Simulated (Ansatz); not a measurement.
`COCCOCCOC` + propane → `CCCCOC` + `COCCOC`  (formal exchange of groups at a C–C bond)

Computed with Ansatz on PBE0-D4/def2-TZVP structures; ΔE is electronic, products minus reactants. CBS: MP2 limit from def2 TZ/QZ plus the TZ coupled-cluster correction, frozen cores. Functionals use def2-TZVPP. One conformer a species, not always the lowest.

`COCCOCCOC`:

Cartesian coordinates in Å:
```
C -2.016 0.504 -2.366
O -1.085 1.232 -1.611
C 0.250 0.986 -1.957
C 0.702 -0.455 -1.769
O 0.346 -1.022 -0.537
C 0.869 -0.358 0.584
C 0.589 -1.228 1.794
O 1.037 -0.637 2.986
C 0.134 0.285 3.536
H -1.992 -0.566 -2.129
H -1.848 0.634 -3.445
H -3.004 0.893 -2.117
H 0.844 1.658 -1.333
H 0.444 1.259 -3.008
H 1.794 -0.483 -1.916
H 0.256 -1.101 -2.528
H 0.404 0.628 0.708
H 1.955 -0.210 0.482
H 1.118 -2.178 1.686
H -0.487 -1.447 1.840
H -0.833 -0.188 3.755
H -0.044 1.145 2.877
H 0.569 0.648 4.468
```

`CCC`:

Cartesian coordinates in Å:
```
C -0.832 -0.853 -0.480
C -0.384 0.358 0.320
C 1.116 0.588 0.243
H -0.347 -1.765 -0.119
H -0.575 -0.743 -1.538
H -1.913 -1.003 -0.414
H -0.909 1.249 -0.041
H -0.682 0.236 1.366
H 1.421 1.462 0.824
H 1.437 0.746 -0.790
H 1.666 -0.275 0.628
```

`CCCCOC`:

Z-matrix (Å, degrees):
```
C
C 1 1.519
H 1 1.093 2 111.1
H 1 1.092 2 111.6 3 -120.2
H 1 1.093 2 111.1 3 119.6
C 2 1.520 1 112.7 3 -59.8
H 2 1.096 1 109.5 3 178.2
H 2 1.096 1 109.5 3 62.2
C 6 1.509 2 112.6 1 179.9
H 6 1.095 2 110.0 1 58.5
H 6 1.095 2 110.0 1 -58.6
O 9 1.404 6 109.3 2 179.9
H 9 1.103 6 110.3 2 58.8
H 9 1.103 6 110.3 2 -59.0
C 12 1.398 9 112.5 6 179.9
H 15 1.090 12 107.7 9 180.0
H 15 1.100 12 111.6 9 60.5
H 15 1.100 12 111.6 9 -60.6
```

`COCCOC`:

Z-matrix (Å, degrees):
```
C
O 1 1.407
H 1 1.099 2 111.0
H 1 1.091 2 106.9 3 118.5
H 1 1.094 2 112.2 3 -121.4
C 2 1.402 1 114.7 3 54.8
C 6 1.510 2 114.5 1 83.2
H 6 1.094 2 106.3 1 -157.9
H 6 1.100 2 110.8 1 -40.9
O 7 1.405 6 110.5 2 -74.8
H 7 1.103 6 108.8 2 164.2
H 7 1.101 6 109.3 2 46.9
C 10 1.400 7 112.4 6 178.7
H 13 1.090 10 107.7 7 179.7
H 13 1.099 10 111.5 7 60.3
H 13 1.099 10 111.6 7 -60.8
```

| level | ΔE (kJ/mol) |
| --- | --- |
| ωB97M-V | -2.0 |
| r2SCANh | -3.1 |

Problem. What does CCSD(T)/CBS give? (Estimate.)

Solution. Ansatz gave: -2.5 kJ/mol. The listed levels differ from it by 0.5, -0.6 kJ/mol.

Largest T1 diagnostic among the species: 0.011.

In def2-TZVPP, CCSD(T) changes the Hartree–Fock value by +4.7 kJ/mol (the triples alone add +0.8 kJ/mol) and MP2 by +3.5 kJ/mol. The D4 term adds +3.7 kJ/mol with B3LYP and +2.2 kJ/mol with PBE0; it sums over pairs of atoms, weighted by their polarisabilities, and B3LYP, whose exchange is more repulsive, gets the larger term.

B3LYP here is the variant with VWN-RPA as its local correlation; programs differ in this.
